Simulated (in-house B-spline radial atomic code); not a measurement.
A calculation on Ho+: its settings, and results tabulated from the run. All numbers are computed (scalar-relativistic (X2C) wB97X, spin-polarised, spherical fractional occupations; Fermi nucleus of rms radius 5.2022 fm) with an all-electron radial atomic-structure program (B-spline basis), not measured.

Command:
```bash
python run_scf.py task.json out
```
Settings (nuclear radius in fm, mass in u):
```
Z                67
configuration    [Xe] 4f11 6s1
hamiltonian      x2c
method           wb97x
spin_polarised   True
nucleus          fermi
rms_radius       5.2022
atomic_mass      164.93033
speed_of_light   137.035999084
```

Output (hartree, bohr):
```
 radial grid: 81 intervals, B-splines of order 8, outer radius 60 bohr

 iter        energy (Eh)    residual
    1      -12614.697822    5.02e-01
    2      -12613.214618    3.43e-01
    3      -12615.006534    1.71e-01
    4      -12615.573934    1.25e-01
    5      -12546.816034    8.00e-01
    6      -12615.541358    9.89e-02
    7      -12615.831423    6.02e-02
    8      -12616.037418    1.16e-02
    9      -12616.044250    3.38e-03
   10      -12616.044604    8.82e-04
   11      -12616.044630    9.63e-05
   12      -12616.044631    2.25e-05
   13      -12616.044631    7.89e-06
   14      -12616.044631    1.34e-06
   15      -12616.044631    1.02e-07

 total energy                    -12616.04463
 kinetic                           13888.2957
 electron-nucleus                 -31160.6254
 Hartree                            4930.9127
 exact exchange                      -51.3475
 exchange-correlation               -223.2801

 orbital      occ     eigenvalue          <r>       <r^2>       <1/r>       r_max
 1s up      1.000     -2037.3738    0.0199944 0.000555422     82.1148     0.01223
 1s down    1.000     -2037.3731    0.0199944 0.000555422     82.1147     0.01223
 2s up      1.000      -341.8498    0.0873697  0.00908067      19.021     0.07446
 2s down    1.000      -341.8479    0.0873688  0.00908046     19.0212     0.07446
 2p up      3.000      -303.5109    0.0776001  0.00736888     16.5512     0.06012
 2p down    3.000      -303.5095    0.0775992  0.00736867     16.5513     0.06012
 3s up      1.000       -77.0007     0.229368   0.0602653      6.8415      0.2114
 3s down    1.000       -76.9478     0.229263   0.0602086     6.84538      0.2113
 3p up      3.000       -65.1943     0.228259   0.0604975     6.16798      0.2076
 3p down    3.000       -65.1399     0.228127   0.0604258     6.17177      0.2075
 3d up      5.000       -49.8904      0.20788   0.0507518     5.78481      0.1696
 3d down    5.000       -49.8443      0.20771     0.05066     5.78851      0.1695
 4s up      1.000       -15.7151     0.519016     0.30432     2.82738      0.4843
 4s down    1.000       -15.5994     0.519037    0.304322     2.82612      0.4843
 4p up      3.000       -11.8011     0.549628    0.343923      2.5365      0.5055
 4p down    3.000       -11.6833     0.549669    0.343961     2.53531      0.5055
 4d up      5.000        -6.4264     0.596999    0.414041     2.22257      0.5238
 4d down    5.000        -6.2966     0.597385    0.414649     2.22041      0.5238
 5s up      1.000        -2.3186        1.279     1.84464     1.04851       1.137
 5s down    1.000        -2.2667      1.29228      1.8844     1.03526       1.145
 5p up      3.000        -1.3679      1.51438     2.61738    0.864467       1.295
 5p down    3.000        -1.3329      1.52871     2.66408    0.853481       1.306
 4f up      7.000        -0.5933     0.821572    0.908819     1.62558       0.524
 4f down    4.000        -0.3075     0.880292     1.09327     1.56929      0.5277
 6s up      1.000        -0.4174      3.67742     15.2482    0.342636       3.185

 Slater integrals (Eh)
   F0(4f up,4f up)               1.148510
   F2(4f up,4f up)               0.533250
   F4(4f up,4f up)               0.332239
   F6(4f up,4f up)               0.238386
   F0(4f up,4f down)             1.118632
   F2(4f up,4f down)             0.514484
   F4(4f up,4f down)             0.319719
   F6(4f up,4f down)             0.229187
   F0(4f up,6s up)               0.319841
   G3(4f up,6s up)               0.011328
   F0(4f down,4f down)           1.090042
   F2(4f down,4f down)           0.496948
   F4(4f down,4f down)           0.308073
   F6(4f down,4f down)           0.220642
   F0(4f down,6s up)             0.318562
   F0(6s up,6s up)               0.245081
```

Time taken, with all properties: 4.7 s on 1 thread of AMD EPYC 7R13 Processor, with other jobs on the host.

Caution: exact exchange at fractional occupations of open shells leaves self-interaction of up to several eV.

One-electron X2C: radii and densities carry no picture-change correction, so inner-shell <1/r> comes out high (for 1s by about 2 % at Z = 33, 5 % at 54, 10 % at 75, 30 % at 118) and <r> low.
